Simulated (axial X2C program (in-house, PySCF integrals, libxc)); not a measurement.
## Working with the constants of Ge₂

A bond curve at the PBE0 level, 2c, was computed with an axial X2C code built on PySCF integrals (basis Ge dyall-cv3z [9s9p7d4f1g] (cores contracted in-house)) for the state Ω = 1 (⟨Sz⟩ = 1.00, ⟨Lz⟩ = 0.00 at PBE0). Its fit gives Re = 2.3763 Å, ωe = 291.2 cm⁻¹, ωexe = 0.575 cm⁻¹ and αe = 2.474e-04 cm⁻¹; the masses are 73.9212 and 73.9212 u. Two-component means X2C with spin–orbit coupling and atomic mean-field Coulomb and Gaunt terms.

(1) Find the reduced mass, Be and the force constant.

(2) Estimate the centrifugal constant by the Kratzer relation.

(3) A Morse curve ties αe to the other constants (Pekeris). How well does that hold?

(4) Where do the fundamental and the first overtone lie?

Occupations by symmetry block were frozen at the best pattern of an incomplete PBE0 search. Density functionals use the spin component along the axis (collinear). Other states lie close and PBE0, whose exact exchange favours high spin, may order them wrongly; the determinant shown need not be the ground state. The nearest other 2c determinant of the search, Ω = 2, lies 0.34 eV up at the distance of the search. With several unpaired electrons one determinant need not be a pure state. Open-shell Ω = 0 determinants with evenly filled partner blocks cannot be reached by this program, so the Ω shown need not be the lowest component. This is the Ω = 1 component of a π² triplet; the 0⁺ component is not one determinant and can lie lowest.

## Answers

(1) From the PBE0 values: μ = 36.9606 u. Be = 16.8576/(μ Re²) = 0.08077 cm⁻¹. k = 5.8918×10⁻⁷ μ ωe² = 1.85 mdyn/Å.

(2) D = 4Be³/ωe² = 2.49e-08 cm⁻¹.

(3) αe(Morse) = 6Be²/ωe × (√(ωexe/Be) − 1) = 2.242e-04 cm⁻¹; the PBE0 curve gives 2.474e-04 cm⁻¹, a ratio of 0.91.

(4) ν(1←0) = ωe − 2ωexe = 290.1 cm⁻¹; ν(2←0) = 2ωe − 6ωexe = 578.9 cm⁻¹.
